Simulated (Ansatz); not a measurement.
CH3FOSeSi can be A, `O[Si]1(F)C[Se]1`, or B, `OC1(F)[SiH2][Se]1`.

Computed with Ansatz on PBE0-D4/def2-TZVP structures; ΔE is electronic, products minus reactants. CCSD(T)/CBS is the MP2 limit (def2-TZVPP, def2-QZVPP) plus CCSD(T) − MP2 in def2-TZVPP, frozen cores. DFT in def2-TZVPP. B3LYP here is the variant with VWN-RPA as its local correlation; programs differ in this. For Se outer-core shells are correlated without core-valence functions, which leaves a few kJ/mol of doubt a bond. Scalar relativity is left out up to krypton. One conformer a species, not always the lowest.

Which isomer does CCSD(T)/CBS put lower? Give the gap. (An estimate is asked.)

The calculation gave: A, by 393.0 kJ/mol.

Give E(B) − E(A) in kJ/mol with MP2/def2-TZVPP, PBE-D4, B3LYP, PBE0-D4, CCSD/def2-TZVPP, B2PLYP, CCSD(T)/def2-TZVPP. (Best estimate.)

The calculation gave: MP2/def2-TZVPP 404.2, PBE-D4 347.0, B3LYP 374.0, PBE0-D4 366.0, CCSD/def2-TZVPP 395.5, B2PLYP 386.9, CCSD(T)/def2-TZVPP 388.9. None reverses the order clearly.

Largest T1 diagnostic: 0.012.

From PBE to PBE0 (25 % exact exchange), in def2-TZVPP and without D4, E(B) − E(A) moves by +18.9 kJ/mol.
